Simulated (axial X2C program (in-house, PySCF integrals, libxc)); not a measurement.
Nuclear properties of Ga₂⁺

Calculated with an axial X2C code built on PySCF integrals: two-component X2C with atomic mean-field Coulomb and Gaunt terms, Gaussian nuclei, basis Ga dyall-cv3z with contracted cores.

R = 3.275 Å (near the PBE0 minimum at charge 1 of the determinant lowest at the starting distance; the state shown can have its own minimum elsewhere).

Determinant lowest in the PBE0 search, Ω = 1/2 (⟨Sz⟩ = 0.50, ⟨Lz⟩ = 0.00 at PBE0), spin on the atoms Ga 0.25, Ga 0.25:

```tsv
level	A∥/gI Ga (MHz)	qzz Ga (a.u.)
PBE0	189	-2.07
HF	-40.6	-1.98
LDA	300	-2.18
BP86	233	-2.13
TPSSh	227	-2.14
```

Determinant 0.82 eV from it at PBE0 and this distance, Ω = 3/2 (⟨Sz⟩ = 0.50, ⟨Lz⟩ = 1.00 at PBE0), spin on the atoms Ga 0.25, Ga 0.25:

| level | A∥/gI Ga (MHz) | qzz Ga (a.u.) |
| --- | --- | --- |
| PBE0 | 47.1 | 0.80 |
| HF | -8.13 | 0.65 |
| LDA | 69.3 | 0.87 |
| BP86 | 54.5 | 0.86 |
| TPSSh | 58.5 | 0.84 |

A∥ (defined per Ω) follows by multiplying with gI = μI/(I μN); qzz is the electric field gradient, eQq0 = 234.96 MHz × Q/barn × qzz. The operators were transformed with the bare-nucleus X2C matrices; with these basis sets, hyperfine constants and field gradients can be off by tens of per cent, and where levels differ in sign neither size nor sign is settled.

(1) With Q(69Ga) = 0.171 barn (Q from Pyykkö, Mol. Phys. 2018), turn the PBE0 values of the first state into constants in MHz.

Each state is one determinant with collinear spin. Unrestricted Hartree–Fock can overshoot spin polarisation at the nuclei. The search compared states at one distance, so a state with another bond length can lie lower. Where a field gradient or hyperfine factor spreads by more than a factor of two over the levels, a constant derived from it is not to be relied on. PBE0 term energies can be off by some tenths of an eV.

## Answers

(1) eQq0(69Ga) = 234.96 × (0.171) × (-2.07) = -83.2 MHz.
